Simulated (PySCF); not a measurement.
# Working out the excitation energy of Cl⁺

Cl⁺ [Ne] 3s2 3p4 (3P) → Cl⁺ [Ne] 3s1 3p5 (3P). Calculation: PySCF 2.14, in dyall-av2z (13s9p2d, 50 functions); no relativity, point nucleus. Frozen: [Ne]; the 16 highest virtual orbitals dropped. Energies in hartree (1 hartree = 27.21139 eV):

```
             part  Cl⁺ (lower)  Cl⁺ (upper)
              UHF  -459.038440  -458.513602
MP2 opposite-spin    -0.073225    -0.116341
    MP2 same-spin    -0.024067    -0.027533
```

Question: What does Hartree-Fock give?

Answer: (-458.513602) − (-459.038440) = 0.524838 hartree = 14.282 eV.

Question: What do MP2 and SCS-MP2 (6/5 opposite-spin, 1/3 same-spin) give?

Answer: The opposite-spin parts differ by -1.173 eV and the same-spin parts by -0.094 eV. MP2: 14.282 + (-1.173) + (-0.094) = 13.015 eV. SCS-MP2: 14.282 + 1.2 × (-1.173) + (-0.094)/3 = 12.843 eV.

Measured between the centres of the two terms (NIST): 11.573 eV, so MP2 (valence) is off by 1.442 eV.

A double-zeta basis recovers only part of the correlation energy.

What remains against the reference includes basis incompleteness, the frozen core and correlation beyond second order.
